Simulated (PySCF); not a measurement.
A PySCF script (with the pyscf-properties extension) for the NMR shieldings of `N#C[SiH2]NC(CN)CN`, C4H12N4Si, on a GFN2-xTB geometry:

```python
import basis_set_exchange as bse
import numpy as np
from pyscf import gto, dft
from pyscf.prop import nmr

atoms = """
N     3.099706   -0.746043    2.277215
C     2.944915   -0.504273    1.168293
Si    2.675816   -0.102021   -0.639399
N     1.033281   -0.506903   -0.898176
C    -0.067146   -0.022031   -0.093239
C    -0.739855    1.197481   -0.738549
N    -1.534365    1.913877    0.240084
C    -1.055663   -1.174930    0.138387
N    -2.067885   -0.815309    1.120424
H     3.079152    1.303823   -0.789940
H     3.457699   -1.015727   -1.467535
H     0.730745   -0.761224   -1.826577
H     0.334896    0.291380    0.875086
H    -1.317731    0.854372   -1.616955
H     0.043193    1.874641   -1.100162
H    -2.186511    1.262578    0.669638
H    -2.067138    2.649393   -0.211511
H    -1.568867   -1.405017   -0.801746
H    -0.466661   -2.061305    0.426951
H    -1.623962   -0.628156    2.014466
H    -2.712540   -1.587663    1.252772
"""
names = dict.fromkeys(["N", "C", "Si", "H"], "pcSseg-1")
basis = {el: gto.basis.parse(bse.get_basis(n, elements=[el], fmt="nwchem")) for el, n in names.items()}
mol = gto.M(atom=atoms, basis=basis, charge=0, verbose=0)
mf = dft.RKS(mol, xc="PBE0")
mf.grids.level = 2
mf.grids.alignment = dft.numint.BLKSIZE   # the property module wants whole blocks of grid points
mf.conv_tol = 1e-9
mf.kernel()

calc = nmr.RKS(mf)   # GIAO
C = mf.mo_coeff
Co = C[:, mf.mo_occ > 0]
resp = mf.gen_response(singlet=True, hermi=2)
def vind(x):   # induced exchange potential for any number of trial vectors
    d = np.einsum("pi,xij,qj->xpq", C, 2 * x.reshape(-1, C.shape[1], Co.shape[1]), Co, optimize=True)
    return np.einsum("xpq,pi,qj->xij", resp(d - d.transpose(0, 2, 1)), C, Co, optimize=True).ravel()
mo1, _ = nmr.rhf.solve_mo1(calc, with_cphf=vind)
sigma = calc.kernel(mo1)
for i, s in enumerate(sigma):   # ppm
    print("%2d %-2s %9.2f" % (i, mol.atom_pure_symbol(i), np.trace(s) / 3))
```

**Question.** What are the results?

**Answer.** 
```
 0 N     -90.34
 1 C      61.97
 2 Si    414.42
 3 N     228.39
 4 C     129.84
 5 C     126.30
 6 N     233.69
 7 C     126.63
 8 N     228.02
 9 H      26.57
10 H      26.83
11 H      31.70
12 H      28.83
13 H      28.46
14 H      28.53
15 H      28.26
16 H      31.40
17 H      29.07
18 H      27.99
19 H      30.99
20 H      30.72
```

These numbers come from an equivalent density-fitted implementation of the same equations, which agrees with the script to about 0.01 ppm for H and up to a few tenths of a ppm for heavy atoms, so last digits may differ.

Size and cost of the density-fitted run: 220 basis functions, 70 s wall time on 1 thread of an Arm Neoverse V1, shared host; peak memory 0.9 GiB.
